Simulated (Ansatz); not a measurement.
The inner images of a band of BH₃O₂Si (7 atoms, charge 0, multiplicity 1) are given out of order.

Method: RKS r2SCANh/STO-3G in Ansatz.

Image 0:

```xyz
7
Properties=species:S:1:pos:R:3
O -1.063 0.681 -1.234
Si 0.063 0.549 0.036
B 1.175 -0.946 0.129
O -0.035 -1.183 0.647
H -1.899 1.058 -0.794
H -0.327 1.346 1.185
H 2.147 -1.573 -0.015
```

Image 6:

```xyz
7
Properties=species:S:1:pos:R:3
O -1.425 0.898 -0.724
Si -0.023 0.642 0.204
B 1.051 -0.884 0.108
O -0.072 -1.100 0.801
H -1.227 0.473 -1.624
H -0.205 1.444 1.392
H 1.963 -1.541 -0.203
```

**Question.** Put them in order from the first end to the last, with their energies above the first end.
A.
```xyz
7
Properties=species:S:1:pos:R:3
O -0.976 0.814 -1.247
Si 0.105 0.608 0.052
B 1.126 -0.953 0.134
O -0.103 -1.118 0.632
H -1.897 0.823 -0.817
H -0.241 1.405 1.217
H 2.049 -1.648 -0.017
```
B.
```xyz
7
Properties=species:S:1:pos:R:3
O -1.166 1.167 -0.901
Si 0.128 0.665 0.098
B 0.999 -0.980 0.074
O -0.188 -1.010 0.715
H -1.661 0.310 -1.126
H 0.139 1.572 1.228
H 1.811 -1.792 -0.133
```
C.
```xyz
7
Properties=species:S:1:pos:R:3
O -1.306 1.113 -0.726
Si 0.124 0.673 0.090
B 0.958 -0.996 0.067
O -0.141 -0.977 0.838
H -1.548 0.306 -1.291
H 0.227 1.627 1.172
H 1.747 -1.815 -0.195
```
D.
```xyz
7
Properties=species:S:1:pos:R:3
O -0.960 0.971 -1.203
Si 0.123 0.643 0.076
B 1.079 -0.959 0.124
O -0.161 -1.069 0.622
H -1.849 0.600 -0.879
H -0.124 1.457 1.255
H 1.953 -1.711 -0.040
```
E.
```xyz
7
Properties=species:S:1:pos:R:3
O -1.028 1.111 -1.087
Si 0.128 0.657 0.095
B 1.038 -0.967 0.101
O -0.194 -1.036 0.641
H -1.766 0.419 -0.982
H 0.012 1.511 1.265
H 1.871 -1.762 -0.079
```

**Answer.** A (+3.4 kJ/mol), D (+11.7 kJ/mol), E (+16.8 kJ/mol), B (+10.1 kJ/mol), C (-2.0 kJ/mol).

The run took 62 s on 1 CPU thread of a shared host.
